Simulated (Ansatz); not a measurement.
PBE exchange is replaced step by step with exact exchange (0 % is PBE, 25 % PBE0; no dispersion term), basis def2-TZVP, Ansatz. System: [Cu(PH3)2]+ (CuP2H6⁺). The state is a singlet with charge 1. Geometry: PBE-D4/def2-SVP.

Geometry of the singlet:

```tsv
atom	x (Å)	y (Å)	z (Å)
Cu1	0.0087	-0.0030	-0.0037
P2	0.1751	1.9125	-1.1456
H3	0.3431	3.1133	-0.3944
H4	-0.9252	2.2804	-1.9754
H5	1.2505	2.0374	-2.0741
P6	-0.1721	-1.9135	1.1443
H7	0.9550	-2.3319	1.9117
H8	-0.4367	-3.1044	0.4053
H9	-1.1984	-1.9906	2.1319
```

```
exact exchange (%)  HOMO (eV)  LUMO (eV)  gap (eV)
                 0     -10.99      -6.20      4.80
                 5     -11.29      -6.01      5.29
                10     -11.59      -5.82      5.78
                15     -11.89      -5.63      6.27
                25     -12.50      -5.25      7.25
                50     -14.02      -4.31      9.71
```

(1) Estimate the row for 35 %.

## Answers

(1) 
```json
{"exact exchange (%)": "35", "HOMO (eV)": "-13.11", "LUMO (eV)": "-4.87", "gap (eV)": "8.24"}
```
